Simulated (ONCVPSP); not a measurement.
**Plane-wave convergence, ONCV potential for As**

- Element: As
- Generator: ONCVPSP 4.0.1
- Type: optimised norm-conserving Vanderbilt (ONCV)
- Functional: PW91
- Relativity: scalar-relativistic
- Frozen core: [Ar] 3d10
- Valence charge: 5
- Reference configuration: 4s2 4p3
- Partial waves: 4s: rc 1.50 bohr, ncon 4, nbas 9, qcut 4.1 1/bohr, 2 projectors, debl 0.8 Ha; 4p: rc 1.55 bohr, ncon 3, nbas 7, qcut 5.4 1/bohr, 3 projectors, debl 2.8 Ha; d scattering state at 0.09 Ha: rc 1.45 bohr, ncon 3, nbas 6, qcut 7.8 1/bohr, 2 projectors, debl 3.7 Ha
- Local potential: polynomial inside 1.45 bohr (lpopt 3, dvloc0 0 Ha)
- Core correction: polynomial model core, fcfact 0.4

**Question.** For each optimised wave give the share of its norm inside rc, the residual kinetic energy above qcut (Ha) and the cutoffs (Ha) for errors of 10, 1, 0.1 and 0.01 mHa per electron.

**Answer.**

| wave | norm inside rc | residual KE | 10 mHa | 1 mHa | 0.1 mHa | 0.01 mHa |
| --- | --- | --- | --- | --- | --- | --- |
| 4s | 0.289 | 2.7e-03 | 6.6 | 13.7 | 61.4 | 101.7 |
| s projector 2 | 0.087 | 1.7e-03 | 5.8 | 9.9 | 85.9 | 137.0 |
| 4p | 0.155 | 1.5e-05 | 2.6 | 9.0 | 12.3 | 16.6 |
| p projector 2 | 0.107 | 1.6e-03 | 8.5 | 34.0 | 96.2 | not reached |
| p projector 3 | 0.069 | 2.2e-02 | 20.7 | 100.3 | 157.0 | not reached |
| d projector 1 | 0.005 | 8.0e-05 | 12.7 | 23.1 | 30.0 | 82.6 |
| d projector 2 | 0.119 | 3.2e-02 | 51.8 | 109.6 | not reached | not reached |

The occupied waves need 14 Ha and 61 Ha for 1 and 0.1 mHa. Rows with under 1 % of the norm inside rc give no meaningful cutoff. The cutoffs count occupied waves only; projector 2 of the d channel, the hardest unoccupied one, needs 110 Ha at the loose tolerance. Note: ghosts flagged at negative energy: p at -70.2 eV, d at -14.3 eV; GHOST(+) flagged for s at 105.5 eV. A true bound ghost makes a file unfit for plane-wave use.
